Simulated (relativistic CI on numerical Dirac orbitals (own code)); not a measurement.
# Spin-allowed bands of a d3 ion in an octahedral site, by hand

Problem. Take Δ = 19100 cm⁻¹ and B = 630 cm⁻¹ for a d3 ion in an octahedral site. Calculate the three spin-allowed bands.

Working.
1. The terms of highest spin are 4F (energy 0) and 4P (15B = 9450 cm⁻¹). Here the F term splits into A2 at −1.2Δ = -22920, T2 at −0.2Δ = -3820 and T1 at +0.6Δ = 11460 cm⁻¹.
2. The two T1 states mix through the element 0.4Δ: H = [[11460, 7640], [7640, 9450]], with roots ½(H₁₁ + H₂₂) ∓ ½√[(H₂₂ − H₁₁)² + 4H₁₂²] = ½(20910) ∓ ½(15412) = 2749 and 18161 cm⁻¹.
3. The ground term is 4A2 at -22920 cm⁻¹.
4. Bands: 4T2 19100 cm⁻¹ (524 nm), 4T1(F) 25669 cm⁻¹ (390 nm), 4T1(P) 41081 cm⁻¹ (243 nm).

Check. Exact diagonalisation of the whole d3 shell with these parameters gives 4T2 19100, 4T1 25669, 4T1 41081 cm⁻¹. The match is exact, since without spin-orbit coupling no other term has this spin. The ratio of the second band to the first, 1.344, depends on Δ/B = 30.3 alone, which is how a Tanabe-Sugano diagram is read.
